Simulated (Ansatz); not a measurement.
Calculated with Ansatz (gas phase, PBE0-D4/def2-TZVP geometries, no zero-point term in ΔE). CBS: MP2 limit from def2 TZ/QZ plus the TZ coupled-cluster correction, frozen cores. Functionals use def2-TZVPP. Open shells (•) are unrestricted, without spin–orbit coupling. For Ge outer-core shells are correlated without core-valence functions, which leaves a few kJ/mol of doubt a bond. Scalar relativity is left out up to krypton. One conformer a species, not always the lowest.

Reaction (homolysis of the Ge–Si bond): `O[SiH]([SiH3])[GeH3]` → `[GeH3]`• + `O[SiH][SiH3]`•

**Question.** What is ΔE at CCSD(T)/CBS? (An estimate is asked.)

**Answer.** The calculation gave: +75.8 kcal/mol.

**Question.** What do these levels give: r2SCAN-D4, CCSD/def2-TZVPP, CCSD(T)/def2-TZVPP, MP2/def2-QZVPP, HF/CBS(def2), MP2/CBS(def2)? (Estimate.)

**Answer.** Computed: r2SCAN-D4 68.7, CCSD/def2-TZVPP 71.4, CCSD(T)/def2-TZVPP 72.9, MP2/def2-QZVPP 75.6, HF/CBS(def2) 51.2, MP2/CBS(def2) 77.0 kcal/mol.

Largest T1 diagnostic among the species: 0.016.

From PBE to PBE0 (25 % exact exchange), in def2-TZVPP and without D4, ΔE moves by +1.1 kcal/mol. The D4 term adds +3.4 kcal/mol with B3LYP and +1.9 kcal/mol with PBE0; it sums over pairs of atoms, weighted by their polarisabilities, and B3LYP, whose exchange is more repulsive, gets the larger term.

B3LYP here is the variant with VWN-RPA as its local correlation; programs differ in this.
